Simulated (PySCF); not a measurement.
## IO₃⁺: from structure and modes to constants

Method: PBE0/[I x2c-TZVPall, O x2c-TZVPall], spin-free X2C, density fitting, no spin–orbit coupling, PySCF.

The singlet minimum has D3h symmetry. Masses (u): I 126.90447, O 15.99492.

```xyz
4
charge 1 multiplicity 1, angstrom
I     0.0000    0.0000    0.0000
O    -0.0006    0.0000    1.7489
O     1.5149    0.0000   -0.8740
O    -1.5143    0.0000   -0.8749
```

Harmonic wavenumbers (cm⁻¹): 140.7 (a2'', ×1), 243.0 (e', ×2), 861.5 (a1', ×1), 937.5 (e', ×2).

Question: What is the harmonic zero-point energy?

Answer: Half the sum of all 6 wavenumbers, 3363/2 = 1682 cm⁻¹, which is 20.1 kJ/mol (1 cm⁻¹ = 0.0119627 kJ/mol).

Question: Find the vibrational entropy and heat capacity at 298.15 K.

Answer: With u = 1.43878 ω/T, each mode gives S = R[u/(eᵘ−1) − ln(1−e⁻ᵘ)] and C = R u² eᵘ/(eᵘ−1)².
```csv
ω (cm⁻¹),u,S (J/(mol K)),C (J/(mol K))
140.7,0.679,11.69,8.00
243.0 (×2),1.173,7.45,7.42
861.5,4.158,0.68,2.32
937.5 (×2),4.524,0.50,1.89
```
The sums over all modes are S = 28.3 and C = 28.9 J/(mol K); the softest mode gives 41 % of the entropy (each member, where degenerate).

Other isomers or separated fragments may lie lower.
